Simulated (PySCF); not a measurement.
B3LYP has the VWN-RPA correlation part, as in Gaussian. 

```xyz
3

O     -1.4849    -0.6577     0.0000
Ge     0.0000    -0.0001     0.0000
O      1.4848     0.6578     0.0000
```

Charge 0, multiplicity 1.

### Question
Give the Mulliken and meta-Löwdin atomic charges from B3LYP-D3(BJ)/def2-TZVP (PySCF 2.14.0).

### Answer

```csv
atom,Mulliken (e),meta-Löwdin (e)
O1,-0.43,-0.65
Ge2,0.86,1.30
O3,-0.43,-0.65
```
